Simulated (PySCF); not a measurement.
FeO, SMILES [O]=[Fe] (connectivity only; charge and spin as stated), neutral, multiplicity 5. Geometry optimised at B3LYP-D3(BJ)/def2-TZVPD. The spin state was assumed, not searched.

Method: B3LYP-D3(BJ)/def2-TZVPD (PySCF).

Harmonic wavenumbers (cm⁻¹): 903. Rotational constants (GHz): 15.67 (linear); symmetry number 1.

**Question.** Work out the zero-point energy and the ideal-gas rigid-rotor harmonic-oscillator thermochemistry at 298.15 K and 1 atm.

**Answer.** ZPE = ½ Σ hcν = ½ × 903 cm⁻¹ = 5.40 kJ/mol. H − E(el) = 14.22 kJ/mol. Entropy in J/(mol K): translation 162.06, rotation 58.06, vibration 0.58, spin 13.38, total 234.07. G − E(el) = -55.57 kJ/mol. Cp = 31.18 J/(mol K).
